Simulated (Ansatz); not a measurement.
Species: CH$_{4}$FSi (charge 0, doublet). It need not be the lowest isomer of its formula. 
Geometry from a B3LYP-D3(BJ)/def2-TZVP (Ansatz, a first-principles code) optimisation:
```xyz
7

C      1.5314     0.3493     0.1484
Si    -0.3005     0.3165     0.1960
F     -0.8377    -0.9993    -0.5586
H      2.1371    -0.5331     0.3238
H      2.0945     1.2586    -0.0293
H     -0.8135     0.2375     1.5832
H     -0.8599     1.5032    -0.4853
```
Charge 0, spin multiplicity 2.

Computed values are from Ansatz. Valence correlation only, unless marked. Open shells are spin-unrestricted. Spin-orbit coupling is left out. No relativistic terms. Basis-set limits of correlation are two-point, X^-3; Hartree-Fock from the larger set.

What is the total energy at CCSD(T)/CBS(cc-pV(T+d)Z,cc-pV(Q+d)Z)?

-429.3205 Eh.

What is the T1 diagnostic at CCSD/def2-QZVPP?

0.012.

What is the atomisation energy De at CCSD(T)/CBS(cc-pV(T+d)Z,cc-pV(Q+d)Z)?

580.8 kcal/mol.

What is the dipole moment at CCSD(T)/aug-cc-pV(D+d)Z?

1.74 D.
